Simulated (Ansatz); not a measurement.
Molecule: C4H9O2 (charge 0, doublet). It need not be the lowest isomer of its formula. 
Structure (B3LYP-D3(BJ)/def2-TZVP (Ansatz, a program for electronic structure) minimum search):
SMILES: O(C)C(C)O[CH2]
```xyz
15

C      0.1618    -1.8753    -0.0585
C     -0.2153    -0.4181     0.0603
O      0.9165     0.3591     0.4921
C      1.0960     0.4591     1.8289
O     -0.6117     0.0450    -1.1813
C     -1.1338     1.3666    -1.1734
H      0.5268    -2.2430     0.9001
H     -0.7048    -2.4620    -0.3627
H      0.9475    -1.9845    -0.8058
H     -1.0141    -0.2624     0.8035
H      0.2316     0.3574     2.4762
H      1.9485     1.0554     2.1144
H     -1.9789     1.4470    -0.4795
H     -1.4785     1.5725    -2.1843
H     -0.3684     2.0923    -0.8919
```
Charge 0, spin multiplicity 2.

Dipole moments at this geometry, in debye (magnitudes).

| level | program | dipole (D) |
|---|---|---|
| PBE/def2-TZVPD | Ansatz | ? |
| BLYP/def2-TZVPD | Ansatz | 1.44 |
| r2SCAN/def2-TZVPD | Ansatz | 1.48 |
| B97M-V/def2-TZVPD | Ansatz | 1.41 |
| BHLYP/def2-TZVPD | Ansatz | 1.69 |
| HSE06/def2-TZVPD | Ansatz | 1.54 |
| LC-wPBE/def2-TZVPD | Ansatz | 1.67 |
| wB97X-V/def2-TZVPD | Ansatz | 1.61 |
| CCSD(T)/aug-cc-pVDZ | Ansatz | ? |

Q: Complete the blanks.

A: 
- PBE/def2-TZVPD, dipole (D): 1.42
- CCSD(T)/aug-cc-pVDZ, dipole (D): 1.57
